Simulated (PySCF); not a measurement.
In⁺ (indium, charge +1) across methods

[Kr] 4d10 5s2, closed-shell 1S. Calculation: PySCF 2.14, in x2c-QZVPPall (13s9p7d4f1g, 112 functions); the spin-free X2C one-electron Hamiltonian (Gaussian nucleus).

```json
{"method": "r2SCAN", "E (hartree)": "-5880.79", "mean ε 4p (eV)": "-87.919", "mean ε 4d (eV)": "-26.707", "mean ε 5s (eV)": "-15.108", "Σ⟨r²⟩ (bohr²)": "40.56", "⟨S²⟩": "0.000"}
{"method": "LDA", "E (hartree)": "-5874.97", "mean ε 4p (eV)": "-85.600", "mean ε 4d (eV)": "-26.265", "mean ε 5s (eV)": "-15.294", "Σ⟨r²⟩ (bohr²)": "40.51", "⟨S²⟩": "0.000"}
{"method": "PBEsol", "E (hartree)": "-5877.61", "mean ε 4p (eV)": "-85.496", "mean ε 4d (eV)": "-26.074", "mean ε 5s (eV)": "-14.977", "Σ⟨r²⟩ (bohr²)": "40.54", "⟨S²⟩": "0.000"}
{"method": "PBE", "E (hartree)": "-5880.38", "mean ε 4p (eV)": "-85.576", "mean ε 4d (eV)": "-26.074", "mean ε 5s (eV)": "-14.918", "Σ⟨r²⟩ (bohr²)": "40.65", "⟨S²⟩": "0.000"}
{"method": "PBE0", "E (hartree)": "-5880.45", "mean ε 4p (eV)": "-90.666", "mean ε 4d (eV)": "-28.545", "mean ε 5s (eV)": "-15.730", "Σ⟨r²⟩ (bohr²)": "40.65", "⟨S²⟩": "0.000"}
{"method": "UHF", "E (hartree)": "-5878.12622", "mean ε 4p (eV)": "-104.76", "mean ε 4d (eV)": "-34.907", "mean ε 5s (eV)": "-17.293", "Σ⟨r²⟩ (bohr²)": "41.34", "⟨S²⟩": "0.000"}
{"method": "B3LYP", "E (hartree)": "-5880.87", "mean ε 4p (eV)": "-89.609", "mean ε 4d (eV)": "-28.044", "mean ε 5s (eV)": "-15.755", "Σ⟨r²⟩ (bohr²)": "40.73", "⟨S²⟩": "0.000"}
{"method": "M06-L", "E (hartree)": "-5880.70", "mean ε 4p (eV)": "-88.253", "mean ε 4d (eV)": "-26.603", "mean ε 5s (eV)": "-14.765", "Σ⟨r²⟩ (bohr²)": "40.54", "⟨S²⟩": "0.000"}
```
